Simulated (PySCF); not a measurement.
The dipole of `[Li][K]` (lithium potassium) from its density and from atomic charges.

Coordinates (PBE0-D3(BJ)/def2-SVP, Å) and charges (e) from the PBE0/pcSseg-1 density (PySCF):

```json
{"atom": "Li1", "x": "1.722", "y": "-0.006", "z": "-0.005", "Mulliken": "-0.1650", "Hirshfeld": "-0.1403", "ESP-fitted": "-0.1492"}
{"atom": "K2", "x": "-1.716", "y": "0.009", "z": "-0.023", "Mulliken": "+0.1650", "Hirshfeld": "+0.1403", "ESP-fitted": "+0.1492"}
```

Q: Compute μ = Σ q r for each scheme (1 e·Å = 4.803 D) and compare with the dipole of the full density.

A: The full density gives (-3.37, 0.01, -0.02) D, 3.37 D in size; dipole vectors point from the negative to the positive end.

```json
{"scheme": "Mulliken", "μx": "-2.73", "μy": "0.01", "μz": "-0.01", "size (D)": "2.73", "share of the full size (%)": "81", "angle to the full dipole (°)": "0"}
{"scheme": "Hirshfeld", "μx": "-2.32", "μy": "0.01", "μz": "-0.01", "size (D)": "2.32", "share of the full size (%)": "69", "angle to the full dipole (°)": "0"}
{"scheme": "ESP-fitted", "μx": "-2.46", "μy": "0.01", "μz": "-0.01", "size (D)": "2.46", "share of the full size (%)": "73", "angle to the full dipole (°)": "0"}
```

Q: Which set comes closest?

A: Length of the difference vector: Mulliken 0.65 D, ESP-fitted 0.91 D, Hirshfeld 1.06 D. Closest: Mulliken. The schemes that divide the density aren't constrained to reproduce the dipole.

Q: What is left for the Hirshfeld atoms' own dipoles?

A: The shares of the density sum to the whole, so what Σ q r misses lies in dipoles about the nuclei. The atomic dipoles sum to (-3.37, 0.01, -0.02) − (-2.32, 0.01, -0.01) = (-1.05, 0.01, -0.01) D, 1.06 D in size.

Q: Give the size of the full dipole in other units.

A: 3.37 D = 1.327 au = 0.702 e·Å = 11.25 × 10⁻³⁰ C·m.

Geometry: PBE0-D3(BJ)/def2-SVP; no solvent, vibrations or thermal averaging.
